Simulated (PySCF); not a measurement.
**Shifts of the heteroatoms**

Bonds (- single, = double, # triple, : aromatic): N1-Si2 1.723 Å, Si2-N3 1.720 Å, Si2-O4 1.630 Å, O4-Si5 1.611 Å. N1 carries H6, H7; Si2 carries H8; N3 carries H9, H10; Si5 carries H11, H12, H13.

[PySCF 2.14.0 with density-fitted response routines: shielding tensors at PBE0/pcSseg-1 (GIAO); structure optimised with GFN2-xTB; non-relativistic; fast rotation and ring inversion assumed for equivalent nuclei; one conformer; isolated molecule]

Q: What are the 29Si shifts?

A: 
```
atoms                  environment  σ (ppm)  δ (ppm)
  Si2  silicon bonded to 2 N, O, H    393.6    -43.6
  Si5     silicon bonded to O, 3 H    399.4    -48.3
```

Shieldings were converted by a linear fit to measured shifts: 29Si (scatter 8.9 ppm rms, 25.8 ppm with the 6 outliers that the fit left out vs TMS, solution or neat liquid). Occasional misses reach two or three times the rms, and more in compound classes unlike the fitted ones.

On a 400 MHz spectrometer 29Si resonates near 79.5 MHz, so 1 ppm is 79.5 Hz.

Q: Where does 15N resonate?

A: 
```tsv
atoms	environment	σ (ppm)	δ (ppm)
N1/N3	nitrogen bonded to Si, 2 H	240.4	-369.6
```

Shieldings were converted by a linear fit to measured shifts: 15N: δ = -148.07 − 0.921σ (rms 6.3 ppm, 71 shifts vs CH3NO2, solution or neat liquid). A few per cent of atoms miss by over 2 rms, more outside the fitted compound classes.

On a 300 MHz spectrometer 15N resonates near 30.4 MHz, so 1 ppm is 30.4 Hz.

Q: Predict the 17O NMR data.

A: 
```json
{"atoms": "O4", "environment": "oxygen bonded to 2 Si", "σ (ppm)": "284.5", "δ (ppm)": "7.6"}
```

Shieldings were converted by a linear fit to measured shifts: 17O: δ = 266.70 − 0.911σ (rms 10.7 ppm, 155 shifts, 12.2 ppm with the 3 outliers that the fit left out vs liquid water, solution or neat liquid). A few per cent of atoms miss by over 2 rms, more outside the fitted compound classes.

On a 600 MHz spectrometer 17O resonates near 81.3 MHz, so 1 ppm is 81.3 Hz.
